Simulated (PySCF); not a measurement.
F2Zn, SMILES [F][Zn-][F] (connectivity only; charge and spin as stated), charge -1, multiplicity 2.

Geometry: B3LYP-D3(BJ)/def2-SVPD.

Method: B3LYP-D3(BJ)/def2-SVPD (PySCF).

Frequencies are harmonic and unscaled.

```tsv
mode	ν (cm⁻¹)	IR (km/mol)	moving atoms (share of kinetic energy)
1	147	21.5	F 76 %, Zn 24 %
2	457	81.3	F 87 %, Zn 13 %
3	483	135.7	F 70 %, Zn 30 %
```
